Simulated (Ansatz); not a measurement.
Gas-phase electronic energies from Ansatz, PBE0-D4/def2-TZVP geometries. CCSD(T)/CBS is the MP2 limit (def2-TZVPP, def2-QZVPP) plus CCSD(T) − MP2 in def2-TZVPP, frozen cores. This one scheme is used for every species. DFT in def2-TZVPP. Triplets are unrestricted, without spin–orbit coupling. def2 core potentials past Kr. For I outer-core shells are correlated without core-valence functions, which leaves a few kJ/mol of doubt a bond.

`C[SiH]([SiH3])I` → `[CH2]` (triplet) + `[SiH3][SiH2]I`  (formal loss of a carbene)

CCSD(T)/CBS gives +483.5 kJ/mol.

Another level gave +481.2 kJ/mol. Which?
A. r2SCAN-D4/def2-TZVPP
B. PBE0/def2-TZVPP
C. HF/def2-TZVPP
D. PBE0-D4/def2-TZVPP

D. PBE0-D4 481.2, r2SCAN-D4 462.4, PBE0 474.0, HF/def2-TZVPP 328.6 kJ/mol.

Largest T1 diagnostic among the species: 0.011.

The D4 term adds +13.0 kJ/mol with B3LYP and +7.2 kJ/mol with PBE0; it sums over pairs of atoms, weighted by their polarisabilities, and B3LYP, whose exchange is more repulsive, gets the larger term. From PBE to PBE0 (25 % exact exchange), in def2-TZVPP and without D4, ΔE moves by −7.5 kJ/mol. In def2-TZVPP, CCSD(T) changes the Hartree–Fock value by +142.1 kJ/mol (the triples alone add +12.1 kJ/mol) and MP2 by +158.9 kJ/mol.

B3LYP here is the variant with VWN-RPA as its local correlation; programs differ in this.
